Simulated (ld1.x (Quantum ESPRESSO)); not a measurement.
**indium (In), PAW: configuration errors across variants**

| Property | Result |
| --- | --- |
| Element | In (Z = 49) |
| Generator | ld1.x (Quantum ESPRESSO) 7.5 |
| Type | PAW |
| Functional | PBE |
| Relativity | scalar-relativistic |
| Frozen core | [Kr] |
| Valence charge | 13 |
| Reference configuration | 4d10 5s2 5p1 |
| Partial waves | 5s (bound): rcut 1.75, rcutus 2.10 bohr; 5s channel at 0.25 Ry: rcut 1.75, rcutus 2.10 bohr; 5p (bound): rcut 1.85, rcutus 2.10 bohr; 5p channel at 1.05 Ry: rcut 1.85, rcutus 2.10 bohr; 4d (bound): rcut 1.00, rcutus 1.30 bohr; 4d channel at 2.6 Ry: rcut 1.00, rcutus 1.30 bohr |
| Local potential | all-electron potential smoothed inside 1.10 bohr (lloc = -1) |
| Core correction | Bessel-smoothed model core, default radius (core density twice the valence density) |
| Augmentation charge | PSQ, inside the norm-conserving radii |

All-electron excitation energies from the reference (eV): (1) 4d10 5s2 5p0 5.363; (2) 4d10 5s1 5p0 24.598; (3) 4d10 5s0 5p0 52.918; (4) 4d10 5s2 5p1.3 -0.532; (5) 4d10 5s2 5p0.5 1.940; (6) 4d9 5s0 5p0 109.307; (7) 4d10 5s1 5p1 11.956.

The default core radius of the base comes out at 0.68 bohr.

The overlap operator is not positive definite (basis up to 400 Ry) in “waves 5s (bound): rcut 1.75, rcutus 3.04 bohr; 5s channel at 0.25 Ry: rcut 1.75, rcutus 3.04 bohr”. Such files are unfit for use, however small their errors in these radial tests.

4 further variants failed, have other tests or another functional or relativity, and are left out.

A true bound ghost makes a file unfit for plane-wave use even where its test errors are small: the radial tests pick states by their node count and pass the ghost by.

Errors AE − PS in meV (a dash: test not solved or not reliable):

```csv
change,(1),(2),(3),(4),(5),(6),(7),bound ghosts
base,-0.6,+1.0,+1.9,+0.4,-1.0,-224,-3.1,"s, p"
core correction Bessel-smoothed model core inside 1.02 bohr,-0.6,+1.0,+1.8,+0.4,-1.0,-224,-3.1,"s, p"
local potential all-electron potential smoothed inside 1.90 bohr (lloc = -1),-1.4,-6.7,-20,+0.1,-0.5,-234,-14,none
"wave 5p channel at 1.05 Ry: rcut 1.85, rcutus 2.10 bohr becomes 5p channel at 0.84 Ry: rcut 1.85, rcutus 2.10 bohr",-0.6,+1.0,+1.9,+0.4,-1.0,-224,-3.1,"s, p"
"waves 5s (bound): rcut 1.75, rcutus 3.04 bohr; 5s channel at 0.25 Ry: rcut 1.75, rcutus 3.04 bohr",+1.1,-7.1,-15,+0.6,-0.9,-222,+6.6,"p (s not tested, overlap not positive)"
"waves 5p (bound): rcut 1.85, rcutus 3.20 bohr; 5p channel at 1.05 Ry: rcut 1.85, rcutus 3.20 bohr",+0.2,-7.1,-15,-0.1,0.0,-234,-1.7,"p, s"
local potential all-electron potential smoothed inside 2.38 bohr (lloc = -1),-1.4,-6.8,-21,0.0,-0.5,-235,-2.6,none
```

(1) Give the same row for: waves 4d (bound): rcut 0.90, rcutus 0.96 bohr; 4d channel at 2.6 Ry: rcut 0.90, rcutus 0.96 bohr.

## Answers

(1) -1.1, -6.1, -19, 0.0, -0.4, -233, -2.5; bound ghosts: s, p.
